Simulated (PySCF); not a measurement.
Computed Raman spectrum (relative Raman activity) of a molecule C3H5NOSi. Coordinates come from a B3LYP-D3(BJ)/def2-SVP optimisation. Other conformers were not sampled. Calculation: B3LYP-D3(BJ)/def2-SVP in PySCF. Frequencies are harmonic and unscaled.

Lines under 2 % of the strongest are left out, and lines within 2 cm⁻¹ are merged.

ν (cm⁻¹): 558 (w), 596 (w), 725 (vw), 834 (vw), 845 (w), 940 (w), 1192 (w), 1383 (vw), 1402 (vw), 1780 (w), 2234 (s), 2242 (m), 2374 (m), 2822 (vs), 3057 (m), 3109 (m) (against the strongest line: vs over 80 %, s over 45 %, m over 15 %, w over 4 %, vw less)

Which structure fits?
(A) N#CC[SiH2]C=O
(B) [SiH3]c1cocn1
(C) O[Si@@H]1C=CC=N1
(D) N#CCC(=O)[SiH3]

A, N#CC[SiH2]C=O
